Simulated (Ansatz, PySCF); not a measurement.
Gas-phase reaction in SMILES: [GeH3] (GeH3) → [GeH3] (GeH3) as singlet, charge +1 + e-
Geometries: B3LYP-D3(BJ)/def2-TZVP minima from Ansatz (a first-principles code). A spin state is the lowest found, not a proven ground state.

Wanted: adiabatic ionisation energy (0 K, with B3LYP-D3(BJ) harmonic zero-point energies from PySCF), in eV. Cores are frozen in the correlated levels unless marked. UHF or UKS for open shells. No spin-orbit coupling. Frozen are the shells of the preceding noble gas and the d and f shells that filled before the atom's block. Non-relativistic. FCI takes restricted orbitals. CBS(X,Y): correlation extrapolated as X^-3; Hartree-Fock from the larger set. The bracket is a focal-point correction in the basis named.

```json
[
 {"level": "TPSS-D3(BJ)/def2-TZVPD", "program": "PySCF + dftd3", "adiabatic ionisation energy (eV)": "8.02"},
 {"level": "PBE0/def2-TZVPD", "program": "Ansatz", "adiabatic ionisation energy (eV)": "8.03"},
 {"level": "RPA@PBE/cc-pVTZ", "program": "Ansatz", "adiabatic ionisation energy (eV)": "8.16"},
 {"level": "MP2/cc-pVDZ", "program": "Ansatz", "adiabatic ionisation energy (eV)": "7.73"},
 {"level": "RI-MP2/CBS(def2-TZVPP,def2-QZVPP)", "program": "Ansatz", "adiabatic ionisation energy (eV)": "7.86"},
 {"level": "SCS-MP2/cc-pVQZ", "program": "Ansatz", "adiabatic ionisation energy (eV)": "7.76"},
 {"level": "CCSD(T)/def2-QZVPPD", "program": "Ansatz", "adiabatic ionisation energy (eV)": "7.93"},
 {"level": "FCI/STO-3G", "program": "Ansatz", "adiabatic ionisation energy (eV)": "5.19"},
 {"level": "RI-MP2/CBS(cc-pVTZ,cc-pVQZ)+[CCSD(T)-MP2]/cc-pVQZ", "program": "Ansatz", "adiabatic ionisation energy (eV)": "7.94"},
 {"level": "CCSD(T)/CBS(aug-cc-pVTZ,aug-cc-pVQZ)", "program": "Ansatz", "adiabatic ionisation energy (eV)": "7.94"}
]
```
